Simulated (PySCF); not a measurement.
## C2H7BN2: core ionisation energies

C₂H₇BN₂.
Numbering: `[CH2:1]=[CH:2][B:3]([NH2:4])[NH2:5]`

Computed with PySCF 2.14.0, delta-SCF UKS SCAN, pcX-2 on the ionised atom, pcseg-1 elsewhere, spin-free X2C. These are vertical core ionisation energies against the vacuum level, from separate self-consistent calculations with and without the core hole.

List the computed XPS lines with their assignment.

| atom(s) | environment | level | binding energy (eV) | above the level's lowest (eV) | count |
| --- | --- | --- | --- | --- | --- |
| B3 | three-coordinate boron | B 1s | 195.40 | 0.00 | 1 |
| C2 | alkene CH carbon | C 1s | 289.68 | 0.00 | 1 |
| C1 | terminal =CH2 carbon | C 1s | 289.97 | +0.29 | 1 |
| N4/N5 | boron-bound nitrogen | N 1s | 404.55 | 0.00 | 2 |

Lowest listed C 1s: C2, bonded to C (double bond), H and B. Highest, 0.29 eV above it: C1, bonded to C (double bond) and 2 H. Summing the Pauling electronegativity differences to the bonded atoms, each weighted by its formal bond order, gives -0.86 for the lowest site and -0.70 for the highest.

What is the longest wavelength that can ionise C 1s of C2 vertically?

λ = hc/E = 12398.42 eV Å / 289.68 eV = 42.800 Å.

One atom of each set of topologically equivalent atoms was ionised and stands for the set; in this conformer not all members are related by symmetry, and their own values weren't computed. Geometry: PBE0-D3(BJ)/def2-SVP; no solvent, vibrations or thermal averaging.

The values belong to the conformer `[CH2:1]=[CH:2][B:3]([NH2:4])[NH2:5]`: C1–C2–B3–N4 -153°, H–N4–B3–C2 5°, H–N4–B3–C2 178°, H–N5–B3–C2 10°, H–N5–B3–C2 -178°.
